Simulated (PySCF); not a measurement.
A structure optimised at PBE-D3(BJ)/def2-SVP, used in a PySCF frequency run:

```
C
C 1 1.3533
F 2 1.3403 1 120.57
C 1 1.4965 2 123.44 3 0.00
H 4 1.1063 1 110.47 2 0.00
H 4 1.1097 5 108.68 1 121.78
H 4 1.1097 5 108.68 6 116.45
Cl 2 1.7203 3 112.81 1 180.00
Br 1 1.8952 2 120.06 3 180.00
```
Charge 0, spin multiplicity 1.

Task: Write its SMILES, formula and point group.

Result: C/C(Br)=C(\F)Cl, C3H3BrClF, Cs

Task: What are its rotational constants (standard atomic weights)?

Result: 2.6115, 1.2469, 0.84850 GHz
